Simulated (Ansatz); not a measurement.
`F[CH2][InH][I]` + HCl → `[Cl][InH][I]` + `CF` at 700 K and 1 bar (ligand exchange at the In–C bond).

Program: Ansatz. Geometries: PBE0-D4/def2-TZVP. ΔE: electronic, gas phase. CBS: MP2 limit from def2 TZ/QZ plus the TZ coupled-cluster correction, frozen cores. This one scheme is used for every species. Elements past krypton have def2 core potentials. For I, In outer-core shells are correlated without core-valence functions, which leaves a few kJ/mol of doubt a bond. One conformer a species, not always the lowest.

```json
{"species": "`F[CH2][InH][I]`", "CCSD(T)/CBS energy (Eh)": "-626.92448", "H − E (kJ/mol)": "155.8", "S (J/(mol·K))": "460.7"}
{"species": "HCl", "CCSD(T)/CBS energy (Eh)": "-460.38127", "H − E (kJ/mol)": "38.4", "S (J/(mol·K))": "211.8"}
{"species": "`[Cl][InH][I]`", "CCSD(T)/CBS energy (Eh)": "-947.72945", "H − E (kJ/mol)": "65.2", "S (J/(mol·K))": "399.9"}
{"species": "`CF`", "CCSD(T)/CBS energy (Eh)": "-139.63461", "H − E (kJ/mol)": "133.6", "S (J/(mol·K))": "263.9"}
```

H − E and S are ideal-gas, rigid-rotor, harmonic terms from PBE0-D4/def2-TZVP, for one conformer and one mirror image of each species. 1 Eh = 2625.50 kJ/mol, R = 8.31446 J/(mol·K).

Problem. By hand: ΔE, ΔH, ΔS and ΔG.

Solution. ΔE = (-947.72945) + (-139.63461) − (-626.92448) − (-460.38127) = -0.05831 Eh = -153.1 kJ/mol. Δ(H − E) = 65.2 + 133.6 − 155.8 − 38.4 = 4.6, so ΔH = -148.5 kJ/mol. ΔS = 399.9 + 263.9 − 460.7 − 211.8 = -8.7 J/(mol·K). ΔG = -148.5 − 700 × (-8.7)/1000 = -142.4 kJ/mol.

Problem. By hand: the equilibrium constant, and the temperature at which ΔG would vanish if ΔH and ΔS stayed fixed.

Solution. log₁₀ K = −ΔG/(RT ln 10) = 10.6. ΔG = 0 at ΔH/ΔS = 17069 K, far beyond where these terms or the molecules hold.

The number of gas molecules stays the same, so ΔS is small and ΔH decides. A doubt of 5 kJ/mol in ΔE shifts log₁₀ K by 0.4 here. Other conformers and mirror images would add mixing entropy, several J/(mol·K) or more a flexible species. Modes under 60 cm⁻¹, often nearly free rotors, make the harmonic entropy too high. These are equilibria of isolated gas molecules and say nothing of rates. Largest T1 diagnostic: 0.012 (customary marks: 0.02 for closed shells, 0.045 for open ones).
